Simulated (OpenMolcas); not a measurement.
**Cr3+: ligand-field states by method**

Cr3+ with 6 ligands (ammonia) in octahedral coordination (S6) at 2.04 Å. Ligand basis ANO-RCC-VDZP.
```
Cr    0.0000    0.0000    0.0000
N     2.0400    0.0000    0.0000
H     2.4221    0.9457    0.0000
H     2.4221   -0.4729    0.8190
H     2.4221   -0.4729   -0.8190
N     0.0000    2.0400    0.0000
H     0.0000    2.4221    0.9457
H     0.8190    2.4221   -0.4729
H    -0.8190    2.4221   -0.4729
N    -2.0400    0.0000    0.0000
H    -2.4221   -0.9457    0.0000
H    -2.4221    0.4729   -0.8190
H    -2.4221    0.4729    0.8190
N     0.0000   -2.0400    0.0000
H     0.0000   -2.4221   -0.9457
H    -0.8190   -2.4221    0.4729
H     0.8190   -2.4221    0.4729
N     0.0000    0.0000    2.0400
H     0.9457    0.0000    2.4221
H    -0.4729    0.8190    2.4221
H    -0.4729   -0.8190    2.4221
N     0.0000    0.0000   -2.0400
H    -0.9457    0.0000   -2.4221
H     0.4729   -0.8190   -2.4221
H     0.4729    0.8190   -2.4221
```

* Program: OpenMolcas 26.06
* Basis: ANO-RCC-VDZP [5s4p2d1f]
* Scalar Hamiltonian: DKH2, point nucleus
* Active space: 3 electrons in 5 orbitals (3d)
* State averaging: 2S+1 = 4 even, 10 roots; 2S+1 = 2 even, 40 roots
* Spin-orbit coupling: RASSI with atomic mean-field integrals over the reference wave functions

I. CASSCF
II. SS-CASPT2, IPEA 0.25 Eh, imaginary shift 0.1 Eh (closed shells correlated: 3s 3p and the ligand valence shells)

Spin-free states in cm-1, each column counted from its own energy of the first state listed:

```csv
State,Degeneracy,I,II
2S+1 = 4,1,0,0
2S+1 = 2,2,19371,14590
2S+1 = 2,1,20228,15590
2S+1 = 2,2,20262,15500
2S+1 = 4,1,21678,23900
2S+1 = 4,2,21745,24290
2S+1 = 2,2,28814,22930
2S+1 = 2,1,28877,23020
2S+1 = 4,1,31334,32960
2S+1 = 4,2,31342,32990
2S+1 = 2,1,37445,35820
2S+1 = 2,1,39699,38280
2S+1 = 2,2,39760,38570
2S+1 = 2,2,41003,39570
2S+1 = 2,1,41069,39480
2S+1 = 2,2,43311,41000
2S+1 = 2,1,46995,44640
2S+1 = 2,2,47017,44820
2S+1 = 4,1,48951,53580
2S+1 = 4,2,49144,53740
```

From I to II, I's first state of the same spin (2S+1 = 4) moves from 21678 to 23900 cm-1, by about +2200 cm-1.

From I to II, I's first state of another spin (2S+1 = 2) moves from 19371 to 14590 cm-1, by about -4800 cm-1.

χT at 300 K: I 1.85, II 1.85 cm3 K/mol.

Roots that are degenerate in the reference are averaged as groups; the widest CASPT2 spread within a group is 53 cm-1 (the 2-fold group of multiplicity 2 near 15500 cm-1 above the lowest state of its run, II). Shifts and gaps below about the spread of the groups concerned are not significant. Over all roots computed the reference weight is 0.69 to 0.70 in II; a low but even weight reflects the number of correlated electrons. The least metal-like active orbital is 84 % on the metal (Löwdin) and no ligand orbital is active, so the numbers are rough. Ligand-to-metal charge-transfer states are missing. With no ligand orbital active B as a rule stays too high, so bands that hang on it stand too high and its fall with covalency is understated. Without dynamic correlation the repulsion within the d shell is too large (B by tens of per cent), so at a given field states of lower spin stand too high (holds for I). With metal d orbitals alone the field can be off either way by tens of per cent (holds for I). With one d shell and no ligand orbital active, 10Dq can be off by a tenth or more (holds for II). No measured value stands beside these numbers; the geometry was imposed, not optimised, and the real ion may take another.
